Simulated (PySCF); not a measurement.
Radial density of Li⁺ (lithium, charge +1)

UHF, 1s2, closed-shell 1S. All numbers are calculated (PySCF 2.14, the spin-free X2C one-electron Hamiltonian (Gaussian nucleus), in Sapporo-DZP-2012 (5s2p, 11 functions)).

```json
{"r (bohr)": "0.0108", "4πr²ρ (e/bohr)": "0.01831"}
{"r (bohr)": "0.0181", "4πr²ρ (e/bohr)": "0.05042"}
{"r (bohr)": "0.0305", "4πr²ρ (e/bohr)": "0.1336"}
{"r (bohr)": "0.0513", "4πr²ρ (e/bohr)": "0.3319"}
{"r (bohr)": "0.0862", "4πr²ρ (e/bohr)": "0.7665"}
{"r (bohr)": "0.145", "4πr²ρ (e/bohr)": "1.536"}
{"r (bohr)": "0.244", "4πr²ρ (e/bohr)": "2.474"}
{"r (bohr)": "0.410", "4πr²ρ (e/bohr)": "2.774"}
{"r (bohr)": "0.690", "4πr²ρ (e/bohr)": "1.762"}
{"r (bohr)": "1.16", "4πr²ρ (e/bohr)": "0.4503"}
{"r (bohr)": "1.95", "4πr²ρ (e/bohr)": "0.02666"}
{"r (bohr)": "3.28", "4πr²ρ (e/bohr)": "7.728e-05"}
```

Densities and radii are taken from the X2C orbitals without a picture-change correction, which distorts them close to the nucleus.
